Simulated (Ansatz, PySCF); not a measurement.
Gas-phase reaction in SMILES: C[SiH2]O[SiH3] -> C[SiH2]O[SiH2] + H atom (the H-Si bond at the site shown breaks; other sites are not compared here)
Geometries: B3LYP-D3(BJ)/def2-TZVP minima from Ansatz (a quantum-chemistry and plane-wave program), one conformer each, not searched for the lowest.
Geometry of the first species:
```xyz
12

C      2.4724    -0.1402     0.4071
Si     0.9669    -0.0118    -0.6795
O     -0.3766     0.0046     0.2655
Si    -2.0075     0.0786     0.3555
H      2.4476    -1.0560     1.0007
H      2.5327     0.7084     1.0912
H      3.3813    -0.1529    -0.1993
H      1.0077     1.2341    -1.4851
H      0.8918    -1.1671    -1.6082
H     -2.3986     0.0244     1.7806
H     -2.4995     1.3419    -0.2437
H     -2.6156    -1.0638    -0.3671
```

Wanted: bond dissociation energy (enthalpy at 298 K, with B3LYP-D3(BJ) rigid-rotor harmonic-oscillator terms from PySCF), in kcal/mol. Cores are frozen in the correlated levels unless marked. Open shells are spin-unrestricted. No spin-orbit coupling. Non-relativistic. CBS(X,Y): correlation extrapolated as X^-3; Hartree-Fock from the larger set.

CCSD(T)/CBS(cc-pV(T+d)Z,cc-pV(Q+d)Z) (Ansatz) gives 93.6 kcal/mol.

### Question
Another calculation gave 88.3 kcal/mol. Which level was it?
A. wB97X-V/def2-TZVPD (Ansatz)
B. LC-wPBE/def2-TZVPD (Ansatz)
C. revPBE/def2-TZVPD (Ansatz)

### Answer
B, LC-wPBE/def2-TZVPD (Ansatz). The others give 92.8 (wB97X-V), 84.7 (revPBE) kcal/mol.
